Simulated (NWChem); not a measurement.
A series in which one site is exchanged, each optimised at PBE0/def2-SVP with NWChem, gas phase unless a solvent is named. For some, no frequency run checked for a minimum. def2 effective core potentials on I; no spin-orbit coupling.

A: [F][GeH3] (GeH₃F; site = F)
B: [GeH3][I] (GeH3I; site = I)
C: [GeH4] (GeH₄; site = H)
D: [Cl][GeH3] (GeH3Cl; site = Cl)

```tsv
quantity	A	B	C	D
dipole (D), PBE0/def2-SVP	2.11	1.71	0.00	___
orbital gap (eV), PBE0/def2-SVP	9.67	6.53	11.18	___
vertical ionisation energy, ΔSCF, CAM-B3LYP/def2-SVP (eV)	12.34	9.85	12.39	___
static polarisability, CAM-B3LYP/def2-SVPD (bohr³)	32.0	68.3	35.1	___
lowest singlet excitation, CAM-B3LYP/def2-SVPD, TDA (eV)	7.86	5.09	8.79	___
```

Task: Fill in the missing entries.

Result: 
- dipole (D), PBE0/def2-SVP, D: 1.96
- orbital gap (eV), PBE0/def2-SVP, D: 8.50
- vertical ionisation energy, ΔSCF, CAM-B3LYP/def2-SVP (eV), D: 11.25
- static polarisability, CAM-B3LYP/def2-SVPD (bohr³), D: 46.3
- lowest singlet excitation, CAM-B3LYP/def2-SVPD, TDA (eV), D: 6.88
